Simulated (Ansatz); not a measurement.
Isolated molecules relaxed with PBE0-D4/def2-TZVP in Ansatz; ΔE leaves out vibrations. CCSD(T)/CBS is the MP2 limit (def2-TZVPP, def2-QZVPP) plus CCSD(T) − MP2 in def2-TZVPP, frozen cores. DFT in def2-TZVPP. For Br outer-core shells are correlated without core-valence functions, which leaves a few kJ/mol of doubt a bond. Scalar relativity is left out up to krypton. Each species was taken in one conformer, which may not be the lowest.

`[SiH3][Si]1(P)CC1` + `C=CBr` → `C=C([SiH3])Br` + `P[SiH]1CC1`  (formal exchange of groups at the Si–Si bond)

Task: Is it downhill or uphill in electronic energy at CCSD(T)/CBS, and by how much? (Estimate.)

Result: The calculation gave: Uphill: ΔE = +3.1 kJ/mol.

Task: What do these levels give: PBE0-D4, ωB97M-V, r2SCAN, SCS-MP2/def2-QZVPP, MP2/CBS(def2), CCSD/CBS(def2)? (Estimate.)

Result: Ansatz gave: PBE0-D4 13.9, ωB97M-V 0.1, r2SCAN 7.8, SCS-MP2/def2-QZVPP -2.8, MP2/CBS(def2) -2.0, CCSD/CBS(def2) 1.8 kJ/mol.

Largest T1 diagnostic among the species: 0.013.

In def2-TZVPP, CCSD(T) changes the Hartree–Fock value by +8.9 kJ/mol (the triples alone add +1.3 kJ/mol) and MP2 by +3.9 kJ/mol.
